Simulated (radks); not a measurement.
The numbers below are computed, except where a source is named.
Charge is removed step by step from the 5p down level of neutral gold, starting from [Kr] 4d10 4f14 5s2 5p(up 3, down 3) 5d10 6s1. Level of theory: scalar-relativistic Kohn-Sham, SCAN, spin-polarised, spherical densities, finite nucleus; open shells are filled with parallel spins first (spin-orbit coupling, left out, can overturn this in heavy ions); meta-GGA in the generalised Kohn-Sham scheme; Fermi nuclear charge, rms radius 5.4371 fm (a radial shooting solver on a logarithmic mesh with Libxc functionals).

removed (e) = 0: E - E(0) (eV) 0.000; eigenvalue (eV) -61.407; E minus straight line (eV) 0.000
removed (e) = 0.25: E - E(0) (eV) 15.681; eigenvalue (eV) -64.212; E minus straight line (eV) -1.099
removed (e) = 0.5: E - E(0) (eV) 32.072; eigenvalue (eV) -67.139; E minus straight line (eV) -1.489
removed (e) = 0.75: E - E(0) (eV) 49.211; eigenvalue (eV) -70.165; E minus straight line (eV) -1.130
removed (e) = 1: E - E(0) (eV) 67.122; eigenvalue (eV) -73.289; E minus straight line (eV) 0.000

Removing the whole electron costs 67.122 eV by Delta-SCF, against 61.407 eV from minus the eigenvalue at the starting occupation. Slater's transition state (half an electron removed) gives 67.139 eV. Integrating minus the eigenvalue over the occupation (Janak's theorem) gives 67.207 eV. In this scalar-relativistic scheme the density is built from large components alone, so the theorem holds only approximately. The mean slope of the eigenvalue, de/dn, is 11.9 eV per electron.
